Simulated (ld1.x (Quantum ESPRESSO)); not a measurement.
Pm ultrasoft: all-electron and pseudo phase curves

```json
{
 "Element": "Pm (Z = 61)",
 "Generator": "ld1.x (Quantum ESPRESSO) 7.5",
 "Type": "ultrasoft",
 "Functional": "PBE",
 "Relativity": "fully relativistic",
 "Frozen core": "[Kr] 4d10",
 "Valence charge": "15",
 "Reference configuration": "4f5 5s2 5p6 5d0.5 6s1.5 6p0",
 "Partial waves": "5s (bound): rcut 2.45, rcutus 2.80 bohr; 6s (bound): rcut 2.45, rcutus 2.80 bohr; 5p (bound): rcut 2.55, rcutus 3.15 bohr; 6p (bound, empty): rcut 2.55, rcutus 3.15 bohr; 5d (bound): rcut 3.25, rcutus 3.85 bohr; 5d channel at 4.35 Ry: rcut 3.25, rcutus 3.85 bohr; 4f (bound): rcut 1.20, rcutus 1.60 bohr; 4f channel at 4.8 Ry: rcut 1.20, rcutus 1.60 bohr",
 "Local potential": "all-electron potential smoothed inside 1.60 bohr (lloc = -1)",
 "Core correction": "Bessel-smoothed model core inside 1.60 bohr",
 "Augmentation charge": "PSQ, inside the norm-conserving radii"
}
```

Open shells are filled in proportion to 2j + 1 (rel_dist='average').

The phase is arctan(r·u′/u) with u = r·R(r), unwrapped; energies in Ry, scanned from -5 to 5 Ry. A pole is an energy at which the radial function vanishes at the test radius. The pseudo phase is shifted by a multiple of π to meet the all-electron one at the reference energy, and phase errors are pseudo minus all-electron; the curves can meet again beyond the range given. Levels narrower than the energy grid can be missing from the lists of poles.

```csv
channel,radius (bohr),reference energy (Ry),"poles, all-electron","poles, pseudo",unbroken range about the reference energy with phases within 0.05 rad,phase error 1 Ry above the reference energy (rad)
s,4.19,-0.24,"0.52, 4.01","-1.94, -0.62, 0.82",-0.3 to 0.1,+0.074
p3/2,4.19,-0.08,"-1.53, 1.23, 4.96","-1.53, -1.30, 0.89, 3.51",-1.2 to 0.2,-0.097
d3/2,4.19,-0.11,"0.11, 2.47","0.11, 2.41",below 0.9,-0.035
d5/2,4.19,-0.10,"0.14, 2.51","0.14, 2.46",below 1.0,-0.024
f5/2,4.19,-0.13,"-0.12, 1.74, 4.52","-0.12, 1.75, 4.52",below 2.8,+0.015
f7/2,4.19,-0.10,"-0.08, 1.75, 4.53","-0.08, 1.76, 4.53",below 2.9,+0.013
```

The ghost test of this file was not conclusive. Its overlap operator is not positive definite in a basis up to 400 Ry (lowest eigenvalue s -0.05, p1/2 -0.62, p3/2 -0.55), so the file is unfit for use: the generalised eigenproblem breaks down once the basis is large enough, and its test numbers describe a broken file.

Phases in the d5/2 channel:

```tsv
E (Ry)	all-electron	pseudo
-5.00	1.463	1.463
-4.48	1.457	1.457
-3.96	1.450	1.450
-3.44	1.441	1.441
-2.92	1.429	1.430
-2.40	1.414	1.415
-1.88	1.393	1.393
-1.36	1.359	1.359
-0.84	1.290	1.290
-0.32	0.946	0.947
0.20	-1.627	-1.627
0.72	-1.982	-1.989
1.24	-3.830	-3.900
1.76	-4.539	-4.553
2.28	-4.676	-4.684
2.80	-4.753	-4.759
3.32	-4.833	-4.840
3.84	-5.010	-5.018
4.36	-6.683	-6.683
4.88	-7.635	-7.644
```
